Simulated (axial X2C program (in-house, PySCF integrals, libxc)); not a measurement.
## Nuclear properties of NMoO

Computed with an in-house all-electron X2C program for linear molecules (integrals from PySCF): two-component X2C with atomic mean-field Coulomb and Gaunt terms, Gaussian nuclei, basis N dyall-av3z, Mo dyall-v3z, O dyall-av3z with contracted cores.

N–Mo–O held linear, with bonds 1.723 and 1.768 Å (near the PBE0 minimum at charge 0 of the determinant lowest at the starting distance; the state shown can have its own minimum elsewhere, held linear; other orders of the atoms were not compared).

Input and command:
```json
{"zs": [7, 42, 8], "q": 0, "bas": ["dyall-av3z", "dyall-v3z", "dyall-av3z"], "r0": [1.81, 1.78], "symm": 0, "scan": ["PBE0", "HF", "PBE"], "levels": ["PBE0", "HF", "r2SCAN"], "nst": 2}
```
```bash
python solin.py task.json out
```

Keys: zs atomic numbers; q charge; bas basis sets; r0 starting distance in Å; symm equal bonds; scan levels of the two-bond scan; levels methods; nst determinants followed.

Determinant lowest in the PBE0 search, Ω = 1/2 (⟨Sz⟩ = 0.50, ⟨Lz⟩ = 0.00 at PBE0), spin on the atoms N -0.51, Mo 1.26, O -0.25:

```tsv
level	Eeff magnitude (GV/cm)	Ws magnitude Mo (kHz)	A∥/gI N (MHz)	qzz N (a.u.)	A∥/gI Mo (MHz)	qzz Mo (a.u.)	A∥/gI O (MHz)	qzz O (a.u.)	μ (D)
PBE0	0.249	0.0724	-211	0.35	-2570	-3.10	-214	0.67	-0.23
HF	0.0788	0.311	-442	0.20	-3360	-3.43	-471	2.03	0.10
r2SCAN	0.116	0.0841	-249	0.34	-2720	-3.26	-233	0.64	-0.11
```

Determinant 0.17 eV from it at PBE0 and this distance, Ω = 3/2 (⟨Sz⟩ = 1.50, ⟨Lz⟩ = 0.00 at PBE0), spin on the atoms N 0.28, Mo 1.06, O 0.16:

```json
{"level": "PBE0", "Eeff magnitude (GV/cm)": "0.755", "Ws magnitude Mo (kHz)": "0.139", "A∥/gI N (MHz)": "69.1", "qzz N (a.u.)": "0.50", "A∥/gI Mo (MHz)": "-306", "qzz Mo (a.u.)": "-2.91", "A∥/gI O (MHz)": "62.6", "qzz O (a.u.)": "0.36", "μ (D)": "-0.51"}
{"level": "HF", "Eeff magnitude (GV/cm)": "1.23", "Ws magnitude Mo (kHz)": "0.512", "A∥/gI N (MHz)": "109", "qzz N (a.u.)": "0.61", "A∥/gI Mo (MHz)": "-466", "qzz Mo (a.u.)": "-3.18", "A∥/gI O (MHz)": "38.6", "qzz O (a.u.)": "-0.58", "μ (D)": "-1.69"}
{"level": "r2SCAN", "Eeff magnitude (GV/cm)": "1.18", "Ws magnitude Mo (kHz)": "0.271", "A∥/gI N (MHz)": "68.9", "qzz N (a.u.)": "0.51", "A∥/gI Mo (MHz)": "-412", "qzz Mo (a.u.)": "-2.96", "A∥/gI O (MHz)": "68.6", "qzz O (a.u.)": "0.37", "μ (D)": "-0.37"}
```

Eeff is the effective electric field on the electron electric dipole moment in this Ω state and Ws the scalar–pseudoscalar constant of the nucleus named (defined with the proton number Z and per Ω); A∥ (defined per Ω) follows by multiplying with gI = μI/(I μN); qzz is the electric field gradient, eQq0 = 234.96 MHz × Q/barn × qzz; μ is positive if the O end (last atom) is positive. The operators were transformed with the bare-nucleus X2C matrices; with these basis sets, hyperfine constants and field gradients can be off by tens of per cent, and where levels differ in sign neither size nor sign is settled.

**Question.** With Q(14N) = 0.02044 barn, gI(95Mo) = -0.3657, Q(95Mo) = -0.022 barn (g factors from the IAEA table of nuclear moments by Stone; Q from Pyykkö, Mol. Phys. 2018), turn the PBE0 values of the first state into constants in MHz.

**Answer.** eQq0(14N) = 234.96 × (0.02044) × (0.35) = 1.68 MHz; A∥(95Mo) = -2570 × -0.3657 = 940 MHz; eQq0(95Mo) = 234.96 × (-0.022) × (-3.10) = 16 MHz.

The molecule was held linear; bending was not examined, so a bent shape may lie lower.

Each state is one determinant with collinear spin, which with several unpaired electrons need not be a pure state. Unrestricted Hartree–Fock can overshoot spin polarisation at the nuclei. In the state Ω = 3/2 the sign of Eeff differs between levels (HF against PBE0). With several open shells hyperfine constants can be off by a factor of several. Where Eeff spreads by more than a factor of two the levels disagree and none is to be relied on. In the state Ω = 1/2 the atomic spins oppose each other (-0.51, 1.26, -0.25): a broken-symmetry determinant whose values are not spin-projected. States lie within half an eV, so the first need not be the ground state. The sign of Ws at Mo differs between levels in the first state. The sign of Ws at Mo differs between levels in the second state. Where a field gradient or hyperfine factor spreads by more than a factor of two over the levels, a constant derived from it is not to be relied on. PBE0 term energies can be off by some tenths of an eV.
